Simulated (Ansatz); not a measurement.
C2H7GaO, SMILES `C[O][GaH][CH3]`, 11 atoms. Charge 0, multiplicity 1. Correlated methods include outer-core shells of Ga, which these sets cover unevenly. Scalar relativity is left out up to krypton. All runs use 4 threads of a server CPU on a shared host. Correlated methods freeze the cores.

Task: How many basis functions does each run have, and how long does it take in Ansatz? RKS BLYP-D4/def2-TZVPP energy; RKS PBE0-D4/def2-SVP energy; RHF-CCSD(T)/def2-SVP energy; RKS PBE0-D4/def2-TZVP frequencies; RKS PBE-D4/def2-TZVPP energy and forces; RHF-MP2/def2-QZVPP energy; RKS B2PLYP (frozen core)/def2-TZVPP energy; RKS ωB97X-V/def2-TZVPP energy; direct RPA on PBE orbitals/def2-TZVPP energy; RKS PBE0-D4/def2-TZVP relaxation (24 steps); RKS ωB97M-V/def2-SVP energy; RKS ωB97M-V/def2-QZVPP energy. (Estimate.)

Result: The calculation gave: Other jobs shared the machine, so times are rough.

```tsv
level	job	functions	wall time	peak host memory (GiB)
RKS PBE0-D4/def2-SVP	energy	109	1.1 s	0.26
RKS BLYP-D4/def2-TZVPP	energy	239	2.1 s	0.29
RKS PBE-D4/def2-TZVPP	energy and forces	239	2.5 s	0.29
RKS ωB97M-V/def2-SVP	energy	109	4.2 s	0.35
RKS B2PLYP (frozen core)/def2-TZVPP	energy	239	5.5 s	0.6
direct RPA on PBE orbitals/def2-TZVPP	energy	239	7 s	0.6
RHF-CCSD(T)/def2-SVP	energy	109	7.5 s	0.54
RKS ωB97X-V/def2-TZVPP	energy	239	8.5 s	0.72
RKS ωB97M-V/def2-QZVPP	energy	470	22 s	1.8
RHF-MP2/def2-QZVPP	energy	470	26 s	2.8
RKS PBE0-D4/def2-TZVP	relaxation (24 steps)	183	72 s	0.45
RKS PBE0-D4/def2-TZVP	frequencies	183	2.4 min	0.46
```
